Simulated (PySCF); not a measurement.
Work out the structure from these simulated measurements.

Formula: CH9NSi3.

* Valence photoelectron: vertical ionisation energy: 9.43 eV [ΔSCF CAM-B3LYP/def2-SVPD]
* Triplet: lowest triplet excitation (Tamm–Dancoff): 3.49 eV [TDA CAM-B3LYP/def2-SVPD]
* 13C NMR: chemical shifts (computed TMS as zero) by class: 203.1 (1 C) ppm [GIAO CAM-B3LYP/pcSseg-2]
* Rotational structure: rotational constants A, B, C: 2.846, 1.445, 1.054 GHz [PBE0-D3(BJ)/def2-SVP]
* Dipole: 1.97 D [CAM-B3LYP/def2-SVPD]
* NMR, other nuclei: isotropic shieldings of nuclei other than C and H, by class: -196 (1 N), 400 (1 Si), 440 (1 Si), 450 (1 Si) ppm [GIAO CAM-B3LYP/pcSseg-2]
* 1H NMR: chemical shifts (computed TMS as zero) by class: 12.13 (1 H), 9.20 (1 H), 4.15 (2 H), 3.53 (3 H), 3.36 (2 H) ppm [GIAO CAM-B3LYP/pcSseg-2]
* Polarisability: 109.2 au [CAM-B3LYP/def2-SVPD]

Gas-phase values; electronic properties from PySCF, density fitting. Levels stand in brackets. The structure is a single PBE0-D3(BJ)/def2-SVP conformer in the gas phase; no vibrational or solvent corrections. Each NMR value is the plain mean over a class of atoms that symmetry, rotation or inversion makes alike.

Task: Propose a structure and show how it fits.

Result: Numbering: `[H]/[N:1]=[CH:2]\[SiH2:3][SiH2:4][SiH3:5]`. Its formula, CH9NSi3, gives 1 degree of unsaturation: 0 rings and 1 π bond in the structure found. The one carbon: C=N carbon [C2] (203.1 ppm). Hydrogen classes from least to most shielded: 1 H on a C=N nitrogen, N1 (12.13 ppm), 1 H on a C=N carbon, C2 (9.20 ppm), 2 H on an SiH2 silicon, Si3 (4.15 ppm, a mean of values up to 0.7 ppm apart in this geometry), 3 H on an SiH3 silicon, Si5 (3.53 ppm), 2 H on an SiH2 silicon, Si4 (3.36 ppm). The other shieldings belong to: -196 ppm, C=N nitrogen [N1]; 400 ppm, SiH2 silicon [Si3]; 440 ppm, SiH3 silicon [Si5]; 450 ppm, SiH2 silicon [Si4]. The first electron is taken from the HOMO, whose largest Löwdin shares are 0.45 on the C=N nitrogen, 0.19 on the C=N carbon, 0.13 on an SiH2 silicon and 0.06 on the N–H hydrogen. The optimised geometry has point group C1 and is an asymmetric top. Structure: `[H]/N=C\[SiH2][SiH2][SiH3]`. Computed isomers that give other values at the same levels: `[H]/N=C\[SiH]([SiH3])[SiH3]` (static isotropic polarisability: 111.5 au). The assignments are read from this structure; whether some other isomer fits the data as well wasn't checked.

The values belong to the conformer `[H]/[N:1]=[CH:2]\[SiH2:3][SiH2:4][SiH3:5]`: N1–C2–Si3–Si4 -93°, C2–Si3–Si4–Si5 56°.
